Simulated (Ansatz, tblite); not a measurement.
Removing an electron: (LiOH)2 ring (Li2O2H2). Charge 0, multiplicity 1. Geometry: PBE0-D4/def2-TZVP. Ansatz, gas phase; energy differences of separate SCF runs; the oxidised species was run as a doublet alone.

```xyz
6

Li   -0.751    0.733   -0.390
O    -0.173   -0.769   -1.112
Li    0.751   -0.733    0.390
O     0.173    0.769    1.112
H    -0.293   -1.305   -1.887
H     0.293    1.305    1.887
```

The xTB rows come from tblite. Correlated methods freeze 2 core orbitals; core or outer-core shells of Li are correlated, in sets that lack core-valence functions.

```csv
level,−HOMO (eV),vertical IE (eV),−LUMO (eV),HOMO–LUMO gap (eV),remarks
GFN1-xTB,11.13,15.05,6.00,5.13,–
GFN2-xTB,9.37,13.44,5.23,4.14,–
HF/def2-TZVPP,–,8.11,–,–,–
PBE-D4/def2-TZVP,5.02,8.67,0.78,4.24,–
r2SCAN-D4/def2-TZVP,5.31,8.74,0.14,5.16,–
PBE0-D4/def2-TZVP,6.62,9.00,0.21,6.41,–
MP2/def2-TZVPP,–,10.07,–,–,–
CCSD/def2-TZVPP,–,9.62,–,–,large T1 (+1 doublet)
CCSD(T)/def2-TZVPP,–,9.66,–,–,large T1 (+1 doublet)
```

Relaxing the oxidised species (PBE0-D4/def2-TZVP) changes its energy by -0.57 eV at PBE0-D4/def2-TZVP, so the adiabatic ionisation energy to this nearest minimum is 8.43 eV. At PBE-D4/def2-TZVP it is 8.24 eV.   Raw xTB energy differences between charge states are shifted by several eV; the methods need an empirical correction for them.
